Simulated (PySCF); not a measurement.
# NMR parameters of SeBr2

SeBr2, Br2Se, point group C2v.

Geometry:
```csv
atom,x (Å),y (Å),z (Å)
Se1,0.006,-0.007,-0.975
Br2,1.793,-0.018,0.498
Br3,-1.799,0.025,0.477
```

GIAO calculations in PySCF 2.14 on the PBE0-D3(BJ)/def2-SVP structure: isolated species, non-relativistic, equivalent atoms averaged; basis pcSseg-1.

Question: Give the isotropic shieldings (ppm) with KT2, PBE0.

Answer: 
```
             atoms              environment   KT2  PBE0
           Br2/Br3     bromine bonded to Se  1956  2054
               Se1  selenium bonded to 2 Br  -308  -119
HOMO–LUMO gap (eV)                        –  1.77  3.83
```

Question: And the chemical shifts, against references computed in the same way?

Answer: 
```tsv
atoms	nucleus, reference	KT2	PBE0
Br2/Br3	⁷⁹Br, HBr	621	530
Se1	⁷⁷Se, Me2Se	2030	1889
```

Question: Which part of the shielding of Br2/Br3 depends on the functional?

Answer: Diamagnetic: KT2 3125, PBE0 3120 ppm; paramagnetic: KT2 -1169, PBE0 -1066 ppm. The diamagnetic part, set mainly by inner electrons, hardly moves; the paramagnetic part goes with low-lying magnetically allowed excitations and carries the spread.

Relativistic effects, spin–orbit coupling among them, are left out; they matter for Br, Se and for the light atoms bonded to it.
